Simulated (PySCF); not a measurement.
C6H5, SMILES [c]1ccccc1 (connectivity only; charge and spin as stated), charge +1, multiplicity 1.

Geometry optimised at B3LYP-D3(BJ)/def2-SVP. The multiplicity is an assumed one; no other spin state was optimised. The isomer is the one that the SMILES or the coordinates give; other isomers of the formula were not compared.

Two levels are set side by side: TDA-PBE/def2-SVPD (PySCF) and TDA-ωB97X/def2-SVPD (PySCF). Vertical, same geometry. The lowest singlet is HOMO−1→LUMO 100 % with PBE and HOMO→LUMO 100 % with the other functional; states are paired by order. Differences are taken from unrounded values.

| quantity | TDA-ωB97X |
|---|---|
| lowest singlet excitation (eV) | 2.43 |
| lowest triplet excitation (TDA) (eV) | 2.16 |

**Question.** What does TDA-PBE give, and how far is it from TDA-ωB97X? (Estimate from the structure and the level; the computed values follow.)

**Answer.** 
| quantity | TDA-PBE | TDA-PBE minus TDA-ωB97X |
|---|---|---|
| lowest singlet excitation (eV) | 2.20 | -0.23 |
| lowest triplet excitation (TDA) (eV) | 1.82 | -0.34 |

Functionals without exact exchange tend to place singlet excitations lower, as here. Differences between two approximate levels are no errors against the true value.

Rough cost on one machine, each run with all the roots and properties that it gave: TDA-ωB97X against TDA-PBE about 3 times.
